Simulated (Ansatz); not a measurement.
Geometry optimisation of Ge₃Cl.

```yaml
crystal:
  periodic: [false, false, false]
  atoms:
    - {symbol: Ge, position_ang: [-1.218010, -0.517180, 0.111070]}
    - {symbol: Ge, position_ang: [0.524480, -1.527980, -1.196040]}
    - {symbol: Ge, position_ang: [1.152880, 0.598300, -0.275120]}
    - {symbol: Cl, position_ang: [-0.459350, 1.446860, 1.360100]}
basis:
  gaussian: {orbitals: def2-SVP}
magnetization: {spin_polarized: true, initial_magnetization: 1}
hamiltonian: {xc: r2scan, dispersion: d4}
scf: {lower_state_search: "off"}
output: {orbitals: {seedname: orbitals}}
relax: {f_tol: 0.02, max_steps: 100}
```

```sh
$ ansatz run in.yaml --threads 4 --pin off --events-out ev --progress --plain --max-ram 4787MiB
```

It prints (some lines left out):

```
Functional definition: r2SCAN
mean field -182051.56416103 eV, -6690.2715839355 hartree, gradient 3.8e-6 eV, S^2 0.761013; 0 other end points of the search recorded, 0 dependent functions left out
relax step   1: F+E_penalty+E_count = -182051.60278971 eV  Δ(F+E_penalty+E_count) = +0.000e0 eV  max|allowed force component| = 2.512e-1 eV/Å  Δτ_max = 0.0000 Å  (19 SCF iters, accepted)
mean field -182051.57002227 eV, -6690.2717993322 hartree, gradient 1.8e-6 eV, S^2 0.761152; 0 other end points of the search recorded, 0 dependent functions left out
relax step   2: F+E_penalty+E_count = -182051.60901518 eV  Δ(F+E_penalty+E_count) = -6.225e-3 eV  max|allowed force component| = 5.147e-2 eV/Å  Δτ_max = 0.0233 Å  (26 SCF iters, accepted)
mean field -182051.57069704 eV, -6690.2718241296 hartree, gradient 1.7e-6 eV, S^2 0.761276; 0 other end points of the search recorded, 0 dependent functions left out
relax step   3: F+E_penalty+E_count = -182051.60960376 eV  Δ(F+E_penalty+E_count) = -5.886e-4 eV  max|allowed force component| = 1.120e-2 eV/Å  Δτ_max = 0.0096 Å  (25 SCF iters, accepted)
Total energy: -182051.60961380 eV, -6690.2732542941 hartree
Atom 0 at    -1.233021    -0.526025     0.105235 Å, force    -0.003312     0.001104    -0.001062 eV/Å
Atom 1 at     0.526389    -1.531351    -1.193031 Å, force    -0.001950     0.006419     0.009162 eV/Å
Atom 2 at     1.167210     0.603401    -0.285676 Å, force     0.001078     0.003674    -0.001502 eV/Å
Atom 3 at    -0.460579     1.453975     1.373482 Å, force     0.004185    -0.011197    -0.006597 eV/Å
Dipole moment:     0.022829    -0.071239    -0.065490 e Å
Checks for a lower state left out: stability, starts, cluster_reference, orbital_swaps, neighbouring_geometries, increment
```

It took 7.5 s on 4 threads of Arm Neoverse V2 on a shared host.

The relaxation made no stability test and no search for a lower SCF solution. The structure comes from a short search, and lower isomers may exist.
